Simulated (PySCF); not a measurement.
## Continuum solvent and chemical shifts

Structure with atom numbers: `[BH2:1][NH:2][BH:3][F:4]` (H(Xn): hydrogen on atom n).

GIAO PBE0/pcSseg-1 in PySCF 2.14.0 with density-fitted response routines on one PBE0-D3(BJ)/def2-SVP conformer, non-relativistic, equivalent nuclei averaged. Solvents enter as an IEF-PCM continuum (chloroform with ε = 4.7) around the gas-phase geometry. Shifts are referred to BF3·OEt2, CFCl3, TMS computed in the same medium.

Gas phase, δ in ppm: B1 50.5, B3 33.9, F4 -66.2, H(N2) 6.31, H(B1) 5.52, H(B3) 4.74. Dipole moment 0.93 D.

Task: How does each δ change in the continuum?

Result: 
```
atoms                           environment  Δδ, chloroform
   B1                boron bonded to N, 2 H            +0.1
   B3               boron bonded to F, N, H            +0.5
   F4                  fluorine bonded to B            -3.8
H(N2)  hydrogen on a nitrogen bonded to 2 B           +0.46
H(B1)       hydrogen on a boron bonded to N           -0.08
H(B3)    hydrogen on a boron bonded to F, N           -0.05
```

Changes are relative to the gas phase. The dipole moment becomes 1.09 D in chloroform.

Task: Which nuclei move most (in ppm), and what does the model miss?

Result: F4 (fluorine bonded to B, -3.8 ppm) in chloroform. A continuum only polarises the solute; specific hydrogen bonds, the anisotropy of aromatic solvents and changes of geometry or conformer are outside it.
